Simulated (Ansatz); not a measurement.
```yaml
crystal:
  periodic: [false, false, false]
  atoms:
    - {symbol: Se, position_ang: [-1.381220, 0.781784, -1.634381]}
    - {symbol: Si, position_ang: [0.179810, 0.450444, 0.091063]}
    - {symbol: B, position_ang: [1.288442, -1.026362, 0.230914]}
    - {symbol: O, position_ang: [0.189370, -1.179525, 0.832425]}
    - {symbol: H, position_ang: [-2.312126, 1.361876, -0.735466]}
    - {symbol: H, position_ang: [-0.044615, 1.486487, 1.071043]}
    - {symbol: H, position_ang: [2.249075, -1.767378, 0.140456]}
basis:
  gaussian: {orbitals: aug-pcseg-2}
hamiltonian: {xc: {name: HF}}
correlation: {method: mp2, frozen_orbitals: {Se: 0}}
accuracy: high
output: {forces: true}
```

```sh
$ ansatz run in.yaml --threads 2 --pin off --events-out ev --progress --plain --max-ram 4352MiB
```

It prints (some lines left out):

```
Functional definition: HF
Error: "frozen_orbitals" has no count for Si
```

In this input frozen orbitals are typed for one element alone, and the program wants a count for each. The program refused the input.
